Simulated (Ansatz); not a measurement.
Ideal-gas functions of `[CH3][SnH][NH2]` radical at 400 K and 1 bar, from an Ansatz frequency run at PBE0-D4/def2-TZVP.

Molar mass 150.78 g/mol, point group C1 (symmetry number 1), electronic degeneracy 2, moments of inertia 50.589, 97.162, 138.798 u Å². Harmonic wavenumbers (cm⁻¹, unscaled): 75, 139, 218, 454, 486, 508, 542, 609, 726, 763, 811, 1192, 1441, 1450, 1566, 1808, 3063, 3162, 3170, 3543, 3640.

Use S(trans) = R[1.5 ln M + 2.5 ln T − 1.1517]; rotational temperatures θ = 24.2544 K / I; S(rot) = R[ln(√π/σ · √(T³/θAθBθC)) + 1.5]; for each mode x = 1.438777 ν̃/T, S = R[x/(eˣ − 1) − ln(1 − e⁻ˣ)] and H = RT x/(eˣ − 1); 1 cm⁻¹ = 0.0119627 kJ/mol; R = 8.31446 J/(mol·K).

**Question.** By hand: the entropy, in J/(mol·K).

**Answer.** Translation 177.5. Rotation: θ = 0.4794, 0.2496, 0.1747 K, giving 108.0. Vibration, mode by mode: 19.23, 14.16, 10.55, 5.10, 4.65, 4.37, 3.97, 3.28, 2.35, 2.12, 1.85, 0.61, 0.29, 0.28, 0.20, 0.09, 0.00, 0.00, 0.00, 0.00, 0.00, in all 73.1. Electronic 5.8. Sum 364.4 J/(mol·K).

**Question.** By hand: H − E and G − E in kJ/mol, counted from the electronic energy.

**Answer.** Zero-point energy ½ × 29366 × 0.0119627 = 175.6; thermal vibration 15.7; translation, rotation and pV give 4 RT = 13.3. H − E = 204.6 kJ/mol, and G − E = 204.6 − 400 × 364.4/1000 = 58.8 kJ/mol.

Vibration gives 20 % of the entropy, 33.4 J/(mol·K) of it from the modes under 150 cm⁻¹: soft modes count most, and the harmonic formula is weakest for them. The sum counts one conformer and one mirror image; others add a mixing term.
